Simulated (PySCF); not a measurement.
**Pr(44+): ionisation energy**

Pr(44+) [Ne] 3s2 3p3 [3p1/2^2 3p3/2^1, M_J = 3/2] → Pr(45+) [Ne] 3s2 3p2 [3p1/2^2, M_J = 0], as a difference of total energies. Computed with PySCF 2.14 in an uncontracted even-tempered set (18 s from 10 bohr⁻², ratio 2.4; 14 p from 13 bohr⁻², ratio 2.4; 4 d from 48 bohr⁻², ratio 2.6; 4 f from 71 bohr⁻², ratio 2.6), with the two-component X2C-1e Hamiltonian. Correlated levels: 1s2 frozen; the 54 highest virtual spinors dropped. "Screened" scales the spin-orbit matrix elements by Boettger's factors to mimic the two-electron term; Breit and QED terms are absent.

```json
{"method": "GHF (spin-free)", "ionisation energy (eV)": "3564.3"}
{"method": "GMP2 (spin-free)", "ionisation energy (eV)": "3564.7"}
{"method": "GHF (screened spin-orbit)", "ionisation energy (eV)": "3514.4"}
{"method": "GMP2 (screened spin-orbit)", "ionisation energy (eV)": "3514.7"}
```

Breit and QED terms and the two-electron picture change are absent.

The spin-free rows relax to the high-spin LS determinant and lack the spin-orbit shift.

The labels give the starting determinants; with spin-orbit coupling the two ends relaxed to ⟨J²⟩ = 3.75, ⟨L²⟩ = 2.42, ⟨S²⟩ = 1.56 and ⟨J²⟩ = 0.00, ⟨L²⟩ = 1.34, ⟨S²⟩ = 1.34.

For comparison: 3512 ± 4 eV (theoretical estimate listed by NIST; NIST Atomic Spectra Database, ionization energies).
